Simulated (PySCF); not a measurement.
GeCl3, optimised at PBE0/def2-TZVP:

```xyz
4

Ge    -0.0297     0.0040    -0.0043
Cl     0.0028     0.8299    -1.9883
Cl    -0.0098    -2.1403    -0.1497
Cl     1.7398     0.6409     1.0363
```

Computed with PySCF (xtb for GFN2) and rigid-rotor harmonic-oscillator thermochemistry at 1 bar. 6-31G* has spherical d functions here. Open shells (unrestricted): GeCl3 (multiplicity 2). GFN2 has no spin-polarisation term. B3LYP is the form with VWN-RPA correlation. Ge: all electrons, no relativistic terms. GeCl3: computed as isolated molecules; such fragments, hydroxides, amides, oligomers or adducts are transient or little studied in the gas.

Problem. List the harmonic frequencies (cm⁻¹, unscaled) at this level and at the other levels, each on its own geometry.

Solution. 
- PBE0/def2-TZVP: 130, 130, 166, 387, 428, 428
- B3LYP/6-31G*: 124, 124, 154, 355, 396, 396
- GFN2-xTB: 106, 106, 129, 300, 300, 300
- HF/6-31G*: 146, 146, 184, 408, 446, 446
- PBE/def2-SVP: 120, 120, 148, 356, 401, 401
